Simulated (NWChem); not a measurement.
# BGeH5; SMILES [BH2][GeH3]

```xyz
7

B      0.0071    -1.7260     0.0015
Ge     0.0100     0.3324     0.0092
H     -1.3959     0.9508     0.1375
H      0.9112     0.9446     1.0993
H      0.5802     0.7874    -1.3557
H      0.9702    -2.3490     0.3798
H     -0.9408    -2.3429    -0.4222
```
Atoms are numbered in this order, from 1.

Level: PBE0/def2-SVP (NWChem), optimised geometry, unscaled harmonic frequencies. 

Task: List the harmonic frequencies with IR intensities, and the thermochemistry.

Result: 
```json
[
 {"frequency (cm⁻¹)": "62", "IR intensity (km/mol)": "0.0"},
 {"frequency (cm⁻¹)": "375", "IR intensity (km/mol)": "22.7"},
 {"frequency (cm⁻¹)": "425", "IR intensity (km/mol)": "11.6"},
 {"frequency (cm⁻¹)": "568", "IR intensity (km/mol)": "1.4"},
 {"frequency (cm⁻¹)": "709", "IR intensity (km/mol)": "18.3"},
 {"frequency (cm⁻¹)": "809", "IR intensity (km/mol)": "112.5"},
 {"frequency (cm⁻¹)": "869", "IR intensity (km/mol)": "22.5"},
 {"frequency (cm⁻¹)": "883", "IR intensity (km/mol)": "19.4"},
 {"frequency (cm⁻¹)": "933", "IR intensity (km/mol)": "29.9"},
 {"frequency (cm⁻¹)": "1154", "IR intensity (km/mol)": "38.8"},
 {"frequency (cm⁻¹)": "2118", "IR intensity (km/mol)": "82.4"},
 {"frequency (cm⁻¹)": "2149", "IR intensity (km/mol)": "80.9"},
 {"frequency (cm⁻¹)": "2150", "IR intensity (km/mol)": "124.2"},
 {"frequency (cm⁻¹)": "2589", "IR intensity (km/mol)": "84.1"},
 {"frequency (cm⁻¹)": "2692", "IR intensity (km/mol)": "84.5"}
]
```

```yaml
zero_point_energy: 26.4 kcal/mol
thermal correction to the enthalpy at 298.15 K (with zero-point energy): 30.0 kcal/mol
heat capacity Cv: 15.2 cal/(mol K)
entropy at 298.15 K and 1 atm (symmetry number 1): 69.0 cal/(mol K)
dipole_moment: 0.48 D
```

Rigid rotor and harmonic oscillator; modes under 100 cm⁻¹ make the entropy uncertain.
